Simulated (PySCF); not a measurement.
HFMgSe (SMILES [F][Mg][SeH]), singlet, geometry from GFN2-xTB (such geometries of metal compounds can be far from the true shape); BHANDHLYP/6-31G, TDA (PySCF).

The PySCF input:
```python
from pyscf import gto, scf, dft, tdscf

mol = gto.M(
    atom='''
Mg    0.354840   -1.029730    0.571151
F     1.144937   -2.534926    0.549112
Se   -0.396588    0.991892   -0.370997
H    -1.078516    1.446761    0.818064
''',
    basis='6-31g',
    charge=0,
    spin=0,
    verbose=4,
)

mf = dft.RKS(mol)
mf.xc = 'bhandhlyp'
mf.kernel()
td = mf.TDA()
td.nstates = 5
td.kernel()
td.analyze()
```

Q: Write the output that PySCF gives for this input, abridged.

A: 
```
PySCF version 2.14.0

[INPUT] verbose = 4
[INPUT] num. atoms = 4
[INPUT] num. electrons = 56
[INPUT] charge = 0
[INPUT] spin (= nelec alpha-beta = 2S) = 0
[INPUT] symmetry False subgroup None
[INPUT] Mole.unit = angstrom
[INPUT] Symbol           X                Y                Z      unit          X                Y                Z       unit  Magmom
[INPUT]  1 Mg     0.354840000000  -1.029730000000   0.571151000000 AA    0.670550418041  -1.945907682248   1.079318965771 Bohr   0.0
[INPUT]  2 F      1.144937000000  -2.534926000000   0.549112000000 AA    2.163617359881  -4.790315886039   1.037671291712 Bohr   0.0
[INPUT]  3 Se    -0.396588000000   0.991892000000  -0.370997000000 AA   -0.749442704289   1.874404225147  -0.701082723035 Bohr   0.0
[INPUT]  4 H     -1.078516000000   1.446761000000   0.818064000000 AA   -2.038099860961   2.733982057702   1.545916912366 Bohr   0.0

nuclear repulsion = 181.98030488581
number of shells = 25
number of NR pGTOs = 162
number of NR cGTOs = 51
basis = 6-31g
ecp = {}

******** <class 'pyscf.dft.rks.RKS'> ********
method = RKS
initial guess = minao
damping factor = 0
level_shift factor = 0
DIIS = <class 'pyscf.scf.diis.CDIIS'>
diis_start_cycle = 1
diis_space = 8
diis_damp = 0
SCF conv_tol = 1e-09
SCF conv_tol_grad = None
SCF max_cycles = 50
direct_scf = True
direct_scf_tol = 1e-13
XC library pyscf.dft.libxc version 7.1.2
    S. Lehtola, C. Steigemann, M. J. T. Oliveira, and M. A. L. Marques,  SoftwareX 7, 1–5 (2018)
XC functionals = bhandhlyp
    A. D. Becke,  J. Chem. Phys. 98, 1372 (1993)
    Defined through Gaussian implementation.
radial grids:
    Treutler-Ahlrichs [JCP 102, 346 (1995); DOI:10.1063/1.469408] (M4) radial grids

becke partition: Becke, JCP 88, 2547 (1988); DOI:10.1063/1.454033
pruning grids: <function nwchem_prune>
grids dens level: 3
symmetrized grids: False
atomic radii adjust function: <function treutler_atomic_radii_adjust>
small_rho_cutoff = 0
Set gradient conv threshold to 3.16228e-05
Initial guess from minao.
tot grids = 63080
init E= -2700.81674182889
  HOMO = -0.307760662207185  LUMO = -0.104918059337501  gap/eV = 5.51963
cycle= 1 E= -2701.60695572762  delta_E= -0.79  |g|= 0.731  |ddm|= 1.89
  HOMO = -0.247213307191106  LUMO = -0.0561202069529205  gap/eV = 5.19991
cycle= 2 E= -2701.54682529127  delta_E= 0.0601  |g|= 0.992  |ddm|= 1.42
  HOMO = -0.287326730644729  LUMO = -0.0587475991442519  gap/eV = 6.21995
cycle= 3 E= -2701.71303437625  delta_E= -0.166  |g|= 0.0687  |ddm|= 0.715
  HOMO = -0.301714385102877  LUMO = -0.0559249577825214  gap/eV = 6.68827
cycle= 4 E= -2701.71411702669  delta_E= -0.00108  |g|= 0.0257  |ddm|= 0.119
  HOMO = -0.297092590863647  LUMO = -0.054930169495885  gap/eV = 6.58958
cycle= 5 E= -2701.71424000321  delta_E= -0.000123  |g|= 0.00271  |ddm|= 0.0311
  HOMO = -0.296172626327452  LUMO = -0.0549801669346333  gap/eV = 6.56318
cycle= 6 E= -2701.7142437731  delta_E= -3.77e-06  |g|= 0.000646  |ddm|= 0.00706
  HOMO = -0.296317332928185  LUMO = -0.0550134739511332  gap/eV = 6.56621
cycle= 7 E= -2701.71424416041  delta_E= -3.87e-07  |g|= 0.000139  |ddm|= 0.00246
  HOMO = -0.296261622364776  LUMO = -0.0550164814729381  gap/eV = 6.56461
cycle= 8 E= -2701.71424418015  delta_E= -1.97e-08  |g|= 2.84e-05  |ddm|= 0.000565
  HOMO = -0.296268425051641  LUMO = -0.0550189907919951  gap/eV = 6.56473
cycle= 9 E= -2701.71424418078  delta_E= -6.3e-10  |g|= 4.02e-06  |ddm|= 0.000106
  HOMO = -0.296268212750791  LUMO = -0.0550193880677168  gap/eV = 6.56471
Extra cycle  E= -2701.71424418077  delta_E= 9.09e-12  |g|= 2.66e-06  |ddm|= 8.8e-06
converged SCF energy = -2701.71424418077

******** <class 'pyscf.tdscf.rks.TDA'> for <class 'pyscf.dft.rks.RKS'> ********
nstates = 5 singlet
deg_eia_thresh = 1.000e-03
wfnsym = None
conv_tol = 1e-05
eigh lindep = 1e-12
eigh level_shift = 0
eigh max_cycle = 100

Excitation energies (eV)
[4.02408498 5.70656072 5.86421006 6.89130111 7.05733371]

** Singlet excitation energies and oscillator strengths **
Excited State   1:      4.02408 eV    308.11 nm  f=0.0403
      28 -> 29        0.70185
Excited State   2:      5.70656 eV    217.27 nm  f=0.1863
      27 -> 29        0.60506
      28 -> 30        0.34072
Excited State   3:      5.86421 eV    211.43 nm  f=0.0094
      28 -> 30        0.15928
      28 -> 31       -0.62904
      28 -> 32        0.24212
      28 -> 33        0.12920
Excited State   4:      6.89130 eV    179.91 nm  f=0.3739
      27 -> 29       -0.27613
      27 -> 31        0.24676
      27 -> 32       -0.16364
      28 -> 30        0.54010
      28 -> 31        0.12399
Excited State   5:      7.05733 eV    175.68 nm  f=0.0016
      25 -> 29       -0.20513
      28 -> 31       -0.25609
      28 -> 32       -0.57574
      28 -> 33       -0.20806

** Transition electric dipole moments (AU) **
state          X           Y           Z        Dip. S.      Osc.
  1         0.5383      0.2836      0.1970      0.4091      0.0403
  2        -0.1503      0.8002     -0.8185      1.3328      0.1863
  3         0.2187      0.0886      0.0992      0.0655      0.0094
  4         0.3941     -1.2201      0.7554      2.2144      0.3739
  5        -0.0582      0.0518     -0.0546      0.0090      0.0016

** Transition velocity dipole moments (imaginary part, AU) **
state          X           Y           Z        Dip. S.      Osc.
  1         0.0550      0.0299      0.0197      0.0043      0.0194
  2        -0.0452      0.1654     -0.1250      0.0450      0.1431
  3         0.0707      0.0331      0.0286      0.0069      0.0214
  4         0.0536     -0.1831      0.1159      0.0498      0.1311
  5        -0.0398     -0.0076     -0.0222      0.0021      0.0055

** Transition magnetic dipole moments (imaginary part, AU) **
state          X           Y           Z
  1        -0.0107      0.0114      0.0170
  2         0.2510      0.1207      0.0851
  3         0.0394     -0.3737      0.4205
  4        -0.2654     -0.1259     -0.0908
  5        -0.0907      0.1584      0.0813
```
